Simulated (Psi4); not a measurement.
Br3Hf, charge +2, doublet, geometry from GFN2-xTB of the parent state (such geometries of metal compounds can be far from the true shape) (the multiplicity is a formal guess) (core potentials on Hf); SVWN/def2-SVP (Psi4).

The Psi4 input:
```
memory 2 GB

molecule {
2 2
Hf   -0.01125873    0.01088523    0.02408226
Br   -1.91584770   -1.50559707   -0.23864416
Br   -0.04527289    2.21354387   -1.04518892
Br    1.98428140   -0.73033928    1.23429245
}

set {
  basis def2-svp
  reference uks
}

energy('svwn')
print_variables()
```

Output, abridged:

```
   => Loading Basis Set <=

    Name: DEF2-SVP
    Role: ORBITAL
    Keyword: BASIS

    !!!  WARNING: ECP capability is in beta. Please check occupations closely.  !!!

         ---------------------------------------------------------
                                   SCF
               by Justin Turney, Rob Parrish, Andy Simmonett
                          and Daniel G. A. Smith
                              UKS Reference
         ---------------------------------------------------------

  ==> Geometry <==

    Molecular point group: c1
    Full point group: C1

    Geometry (in Angstrom), charge = 2, multiplicity = 2:

       Center              X                  Y                   Z               Mass
    ------------   -----------------  -----------------  -----------------  -----------------
         HF          -0.010783192850     0.010425470839     0.023065091745   179.946557000000
         BR          -1.915372162850    -1.506056829161    -0.239661328255    78.918337600000
         BR          -0.044797352850     2.213084110839    -1.046206088255    78.918337600000
         BR           1.984756937150    -0.730799039161     1.233275281745    78.918337600000

  Running in c1 symmetry.

  Rotational constants: A =      0.02375  B =      0.02375  C =      0.01188 [cm^-1]
  Rotational constants: A =    712.02435  B =    712.02435  C =    356.13247 [MHz]
  Nuclear repulsion =  730.902311502203247

  Charge       = 2
  Multiplicity = 2
  Electrons    = 115
  Nalpha       = 58
  Nbeta        = 57

  ==> Algorithm <==

  SCF Algorithm Type is DF.
  DIIS enabled.
  MOM disabled.
  Fractional occupation disabled.
  Guess Type is SAD.
  Energy threshold   = 1.00e-06
  Density threshold  = 1.00e-06
  Integral threshold = 1.00e-12

  ==> Primary Basis <==

  Basis Set: DEF2-SVP
    Blend: DEF2-SVP
    Number of shells: 48
    Number of basis functions: 128
    Number of Cartesian functions: 142
    Spherical Harmonics?: true
    Max angular momentum: 3

  Core potential: DEF2-SVP
    Number of shells: 4
    Number of ECP primitives: 10
    Number of ECP core electrons: 60
    Max angular momentum: 3

  ==> DFT Potential <==

   => LibXC <=

    Version 7.1.2
    S. Lehtola, C. Steigemann, M. J. T. Oliveira, and M. A. L. Marques,  SoftwareX 7, 1–5 (2018) (10.1016/j.softx.2017.11.002)

   => Composite Functional: SVWN <=

    Slater exchange
    Vosko, Wilk & Nusair (VWN5_RPA)
[...]
      Ntotal   =  114.9999805864 ; deviation = -1.941e-05

   @Spin Contamination Metric:   2.061550543E-03
   @S^2 Expected:                7.500000000E-01
   @S^2 Observed:                7.520615505E-01
   @S   Expected:                5.000000000E-01
   @S   Observed:                5.000000000E-01

    Orbital Energies [Eh]
    ---------------------

    Alpha Occupied:

[...]
      58A     -0.693878

    Alpha Virtual:

[...]
     128A    706.410158

    Beta Occupied:

[...]
    Beta Virtual:

[...]
    Final Occupation by Irrep:
              A
    DOCC [    57 ]
    SOCC [     1 ]
    NA   [    58 ]
    NB   [    57 ]

  @DF-UKS Final Energy: -7760.54020669786496

   => Energetics <=

    Nuclear Repulsion Energy =            730.9023115022032471
    One-Electron Energy =              -12235.9556530198096880
    Two-Electron Energy =                4015.4395165755236121
    DFT Exchange-Correlation Energy =    -270.9263817557808238
    Empirical Dispersion Energy =           0.0000000000000000
    VV10 Nonlocal Energy =                  0.0000000000000000
    Total Energy =                      -7760.5402066978649600

  UHF NO Occupations:
  HONO-2 :   56  A 1.9996629
  HONO-1 :   57  A 1.9996629
  HONO-0 :   58  A 1.0000000
  LUNO+0 :   59  A 0.0003371
  LUNO+1 :   60  A 0.0003371
  LUNO+2 :   61  A 0.0001227
  LUNO+3 :   62  A 0.0001226

Computation Completed

Properties will be evaluated at   0.000000,   0.000000,   0.000000 [a0]

Properties computed using the SCF density matrix

 Multipole Moments:

 ------------------------------------------------------------------------------------
     Multipole            Electronic (a.u.)      Nuclear  (a.u.)        Total (a.u.)
 ------------------------------------------------------------------------------------

 L = 1.  Multiply by 2.5417464519 to convert [e a0] to [Debye]
 Dipole X            :         -1.4087110            1.3816949           -0.0270161
 Dipole Y            :          1.3619706           -1.3358585            0.0261121
 Dipole Z            :          3.0129676           -2.9554251            0.0575425
 Magnitude           :                                                    0.0687230

 ------------------------------------------------------------------------------------

  Variable Map:
  ----------------------------------------------------------------------------
[...]
  Array Variable Map:
  ----------------------------------------------------------------------------
[...]
[...]
```
